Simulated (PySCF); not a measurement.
C₂Cl₄F₂.
SMILES with atom numbers: `[F:1][C:2]([Cl:3])([Cl:4])[C:5]([F:6])([Cl:7])[Cl:8]`

Computed with core-valence-separated Tamm–Dancoff BHandHLYP/aug-pcX-1 (def2-SVPD on Cl) in PySCF, non-relativistic, gas phase, PBE0-D3(BJ)/def2-SVP geometry.

Computed fluorine K-edge spectrum, Gaussian lines of 0.5 eV full width, highest printed point 100; it ends one width below the last computed root. BHandHLYP without relativity tends to put these K edges a few eV too low, so spacings mean more than positions.

```json
{"photon energy (eV)": "685.5", "absorption": "2"}
{"photon energy (eV)": "685.6", "absorption": "6"}
{"photon energy (eV)": "685.7", "absorption": "16"}
{"photon energy (eV)": "685.8", "absorption": "35"}
{"photon energy (eV)": "685.9", "absorption": "62"}
{"photon energy (eV)": "686.0", "absorption": "88"}
{"photon energy (eV)": "686.1", "absorption": "100"}
{"photon energy (eV)": "686.2", "absorption": "91"}
{"photon energy (eV)": "686.3", "absorption": "67"}
{"photon energy (eV)": "686.4", "absorption": "39"}
{"photon energy (eV)": "686.5", "absorption": "18"}
{"photon energy (eV)": "686.6", "absorption": "7"}
{"photon energy (eV)": "686.7", "absorption": "3"}
{"photon energy (eV)": "686.8", "absorption": "2"}
{"photon energy (eV)": "686.9", "absorption": "4"}
{"photon energy (eV)": "687.0", "absorption": "7"}
{"photon energy (eV)": "687.1", "absorption": "12"}
{"photon energy (eV)": "687.2", "absorption": "16"}
{"photon energy (eV)": "687.3", "absorption": "18"}
{"photon energy (eV)": "687.4", "absorption": "17"}
{"photon energy (eV)": "687.5", "absorption": "13"}
{"photon energy (eV)": "687.6", "absorption": "8"}
{"photon energy (eV)": "687.7", "absorption": "4"}
{"photon energy (eV)": "687.8", "absorption": "2"}
{"photon energy (eV)": "687.9", "absorption": "1"}
{"photon energy (eV)": "688.0", "absorption": "0"}
{"photon energy (eV)": "688.1", "absorption": "1"}
{"photon energy (eV)": "688.2", "absorption": "3"}
{"photon energy (eV)": "688.3", "absorption": "5"}
{"photon energy (eV)": "688.4", "absorption": "9"}
{"photon energy (eV)": "688.5", "absorption": "13"}
{"photon energy (eV)": "688.6", "absorption": "14"}
{"photon energy (eV)": "688.7", "absorption": "13"}
{"photon energy (eV)": "688.8", "absorption": "10"}
{"photon energy (eV)": "688.9", "absorption": "6"}
{"photon energy (eV)": "689.0", "absorption": "3"}
{"photon energy (eV)": "689.1", "absorption": "1"}
{"photon energy (eV)": "689.2", "absorption": "1"}
```

Task: Where are the maxima, and which lines make them up?

Result: 3 maxima:
- 686.1 eV: F1/F6 (alkyl fluorine), 686.11 eV, f = 0.082, sum of 2, 100 % of the height at the exact maximum
- 687.3 eV: F1/F6 (alkyl fluorine), 687.39 eV, f = 0.009, sum of 2, 59 % of the height at the exact maximum; F1/F6 (alkyl fluorine), 687.20 eV, f = 0.007, sum of 2, 41 % of the height at the exact maximum
- 688.6 eV: F1/F6 (alkyl fluorine), 688.64 eV, f = 0.008, sum of 2, 68 % of the height at the exact maximum; F1/F6 (alkyl fluorine), 688.54 eV, f = 0.004, sum of 2, 32 % of the height at the exact maximum

Roots within 0.03 eV on the same or equivalent atoms count as one line; shares under 12 % aren't listed.

Vibrational structure and lifetime widths aren't in the curve. The ionisation threshold wasn't computed; near and above it a finite basis only mimics Rydberg series and continuum.

Conformer computed: `[F:1][C:2]([Cl:3])([Cl:4])[C:5]([F:6])([Cl:7])[Cl:8]`: F1–C2–C5–F6 61°.

One conformer stands for the species.
